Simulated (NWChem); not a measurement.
**Atomisation of vinylene carbonate (C3H2O3)**

```xyz
8

O      0.0000     0.0000    -1.9753
C      0.0000     0.0000    -0.7885
O     -1.1038     0.0000     0.0229
C     -0.6685     0.0000     1.3282
C      0.6685     0.0000     1.3282
O      1.1038     0.0000     0.0229
H     -1.4173     0.0000     2.1143
H      1.4173     0.0000     2.1143
```
Charge 0, spin multiplicity 1.

Everything below was run with NWChem. Structure: optimised with B3LYP/def2-SVP, a minimum by its harmonic frequencies.

Basis set: def2-TZVP. The atomisation energy is electronic alone: no zero-point, thermal, spin-orbit or counterpoise terms. No value is extrapolated to the basis-set limit. Free atoms are single determinants with multiplicities O 3, C 3, H 2. Correlated methods freeze the same cores in atoms and molecule, 6 orbitals in all.

Costs are rough ratios of processor time within this set of runs, SCF included, with LDA (SVWN5) as 1. Costs are the molecule's.

B3LYP has NWChem's definition, with VWN1-RPA local correlation. GW and range-separated runs recompute their integrals, the others keep them in memory, which bears on the times. The stability of the SCF solutions was not checked. Open-shell Hartree-Fock references start from PBE0 orbitals; any time given for them includes that run.

```
method       atomisation energy (kcal/mol)  relative cost
-----------  -----------------------------  -------------
LDA (SVWN5)                         1110.5              1
B3LYP                                905.4        under 3
BLYP                                 918.4        under 3
PBE                                      ?        under 3
PBE0                                 923.2        under 3
r2SCAN                                   ?        under 3
HF                                   597.7        under 3
MP2                                  922.1              9
CAM-B3LYP                                ?             20
```

Task: Some entries are withheld; supply them.

Result: 
- PBE, atomisation energy (kcal/mol): 964.2
- r2SCAN, atomisation energy (kcal/mol): 923.9
- CAM-B3LYP, atomisation energy (kcal/mol): 914.7
